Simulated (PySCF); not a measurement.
Run record: geometry optimisation, `CC(C)[SiH2]Oc1cccs1`.

Method: PBE0-D3(BJ)/def2-SVP geometry optimisation, gas phase (PySCF 2.14.0). Start geometry: GFN2-xTB. The command runs a driver script over a list of jobs; the input below is this job's line of settings and its coordinates in Å.

Command:
```bash
OMP_NUM_THREADS=1 python probes_run.py task.json out
```

Input:
```
{"job": {"xc": "PBE0", "basis": "def2-SVP", "d3": "d3bj", "grid": 1, "shake": 0.01, "kind": "geom"}, "charge": 0, "multiplicity": 1}
C     -3.304470     0.396630    -0.711320
C     -2.155610    -0.326900    -0.093320
C     -2.327080    -0.379650     1.419780
Si    -0.482550     0.491740    -0.616610
O      0.598530    -0.489660     0.065920
C      1.926270    -0.406120     0.071810
C      2.761660     0.488130    -0.524630
C      4.134960     0.221360    -0.291660
C      4.310770    -0.873820     0.504710
S      2.820380    -1.620320     0.959040
H     -3.355830     1.451090    -0.363570
H     -4.263560    -0.045210    -0.435080
H     -3.277120     0.440080    -1.809590
H     -2.189330    -1.349940    -0.456150
H     -3.239040    -0.891330     1.699180
H     -2.332360     0.640840     1.854710
H     -1.478260    -0.907710     1.879830
H     -0.382350     1.859090    -0.087150
H     -0.334030     0.500960    -2.065340
H      2.357790     1.317930    -1.105790
H      4.903240     0.817700    -0.688780
H      5.242880    -1.330510     0.807510
```

Task: What does the run print?

Result: 
```
step   0  E = -1035.76971437  max force = 0.057418
step   1  E = -1035.77997409  max force = 0.006702
step   2  E = -1035.78055451  max force = 0.003224
step   3  E = -1035.78025159  max force = 0.005687
step   4  E = -1035.78073407  max force = 0.000675
step   5  E = -1035.78075071  max force = 0.000300
step   6  E = -1035.78076104  max force = 0.000704
step   7  E = -1035.78076990  max force = 0.000442
optimisation converged
```

Energies in Eh; «max force» is the largest Cartesian gradient component in Eh/bohr.

Task: Give the first gradient maximum in eV/Å.

Result: With 1 Eh/bohr = 51.422 eV/Å, 2.953 eV/Å.

Task: At which steps does the energy rise by more than 1e-5 Eh?

Result: At step 3 (+0.30 mEh).

Summary of the converged run: final energy -1035.78077 Eh after 7 steps; dipole 1.68 D.

Task: Where do the atoms end?

Result: 0.088 Å rms from the input after alignment:
```
atom  x, y, z in Å
C1    -3.7794    1.0133   -0.6554
C2    -2.6652    0.1980    0.0013
C3    -2.7745    0.1805    1.5251
Si4   -0.9819    0.8059   -0.5576
O5     0.1439   -0.2196    0.1833
C6     1.4745   -0.1421    0.0954
C7     2.2709    0.7247   -0.6110
C8     3.6578    0.4529   -0.4201
C9     3.8885   -0.6025    0.4164
S10    2.4156   -1.2908    0.9961
H11   -3.7436    2.0699   -0.3420
H12   -4.7706    0.6250   -0.3688
H13   -3.7226    0.9897   -1.7552
H14   -2.7261   -0.8433   -0.3672
H15   -3.7394   -0.2469    1.8449
H16   -2.7129    1.1995    1.9420
H17   -1.9719   -0.4164    1.9832
H18   -0.7122    2.2090   -0.1152
H19   -0.8116    0.7250   -2.0406
H20    1.8797    1.5239   -1.2423
H21    4.4571    1.0261   -0.8929
H22    4.8435   -1.0195    0.7311
```

Task: Estimate the wall time. Hardware: one thread, Arm Neoverse N1 (aarch64), on a shared host. And the peak memory of the process?

Result: About 5.6 min, with 0.97 GiB resident at the peak, the Python interpreter and its libraries included.
Labels such as C1 count atoms from 1, the log's own numbers from 0.
